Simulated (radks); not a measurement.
Values are calculated unless marked as measured or tabulated.
Initial-state core-level shifts of the praseodymium ion Pr+ when its valence configuration changes from [Xe] 4f3 6s1. Code: a radial shooting solver on a logarithmic mesh with Libxc functionals. Model: Dirac Kohn-Sham, PBEsol, spin-unpolarised, spherical densities, finite nucleus; open shells fill j = l - 1/2 first; Fermi nuclear charge, rms radius 4.8919 fm. Shifts are changes of the shell-averaged eigenvalues in eV (positive: less bound); the change of the density at the nucleus, which sets a Mossbauer isomer shift, is in e/bohr^3, on a base of 4.163e+05.

valence               2p       3p       4d      5p  density at nucleus
4f2 5d1 6s1       -6.568   -7.625   -6.591  -2.596              +23.29
4f3 5d1           +1.852   +1.790   +1.840  +1.798              -23.48
4f3 6p1           -0.979   -0.966   -0.981  -0.990              -21.08
4f1 5d2 6s1      -14.481  -16.911  -14.292  -5.297              +51.96
4f2 6s2           -9.034  -10.039   -8.998  -4.714              +55.12
4f2.5 6s1 6p0.5   -4.700   -5.154   -4.717  -2.758              +13.78
4f2.5 6s1.5       -4.203   -4.659   -4.220  -2.274              +25.10
4f4               +5.378   +5.941   +5.523  +3.188              -34.99
5d3 6s1          -23.341  -27.404  -22.655  -7.955              +84.49
